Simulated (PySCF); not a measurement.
Positional isomers: propene formyl. All species are isolated molecules in the gas phase. One relaxed conformer stands for each flexible species; it need not be the lowest. Strings in code marks are SMILES.

The HOMO–LUMO gap from two functionals at the same geometries (B3LYP-D3(BJ)/def2-TZVP), both in PySCF: PBE-D3(BJ)/def2-TZVP and B3LYP-D3(BJ)/def2-TZVP. B3LYP has the VWN-RPA correlation part, as in Gaussian. 

```
species                                                  PBE-D3(BJ)/def2-TZVP (eV)  B3LYP-D3(BJ)/def2-TZVP (eV)
-------------------------------------------------------  -------------------------  ---------------------------
`C=C(C)C=O` (C–C–C–O torsion 180°)                                            3.14                         5.33
`C=CCC=O` (C–C–C–C torsion -120°, C–C–C–O torsion 131°)                       3.77                         5.92
`C(=C\C=O)/C` (C–C–C–O torsion 0°)                                            2.95                         5.12
`C/C=C\C=O` (C–C–C–O torsion 1°)                                              2.84                         5.00
```

Over these rows, drawn at random from the members with no instability flagged (it was tested for open shells, ions and some series alone), PBE minus B3LYP-D3(BJ): mean -2.17 eV, from -2.19 eV to -2.15 eV.
